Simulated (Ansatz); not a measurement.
Job for Ansatz (a program for electronic structure): R-B3LYP/def2-TZVPP on BH5N2 (SMILES NBN), a point of a torsion scan.

Ansatz 0.2 input:
```yaml
crystal:
  periodic: [false, false, false]
  atoms:
    - {symbol: N, position_ang: [1.06490027, -0.42183644, 0.43898860]}
    - {symbol: B, position_ang: [0.14944825, 0.63256793, 0.14531015]}
    - {symbol: N, position_ang: [0.58844441, 1.95404950, 0.01952534]}
    - {symbol: H, position_ang: [1.15304178, -1.18869547, -0.20482543]}
    - {symbol: H, position_ang: [1.99826608, -0.12832017, 0.69898103]}
    - {symbol: H, position_ang: [-0.96607704, 0.37339417, -0.10809633]}
    - {symbol: H, position_ang: [1.52894529, 2.24173355, 0.23528596]}
    - {symbol: H, position_ang: [-0.03738913, 2.73391462, -0.07868317]}
basis:
  gaussian:
    orbitals: def2-TZVPP
hamiltonian:
  xc: {name: B3LYP}
scf: {lower_state_search: off}
```

Program output:

```
WARN ansatz: RAYON_NUM_THREADS=1 ignored (pool sized by the plan → 1); use --threads N
Functional definition: B3LYP
these checks for a lower state are left out or cut short: stability, starts, cluster_reference, orbital_swaps, neighbouring_geometries, increment
integrals: 0.05 GiB planned
774 factors; their error is unknown
mean field: 0.56 GiB planned
mean field evaluation 1: about -3729.5255 eV, gradient 8.1e1 eV
mean field evaluation 2: about -3714.2981 eV, gradient 1.1e2 eV
mean field evaluation 4: about -3741.7541 eV, gradient 1.8e0 eV
mean field evaluation 8: about -3741.7637 eV, gradient 5.5e-2 eV
mean field evaluation 16: about -3741.7672 eV, gradient 6.5e-6 eV
mean field -3741.76720688 eV, -137.5074085918 hartree, gradient 6.5e-6 eV, S^2 0.000000; 0 other end points of the search recorded, 0 dependent functions left out
reference -3741.76742588 eV, -137.5074166401 hartree; 12, 12 occupied and 151, 151 virtual orbitals, 774 factors
Total energy: -3741.76742588 eV, -137.5074166401 hartree
Checks for a lower state left out: stability, starts, cluster_reference, orbital_swaps, neighbouring_geometries, increment
```

The run converged.

Cost: roughly 1.1 core-seconds.
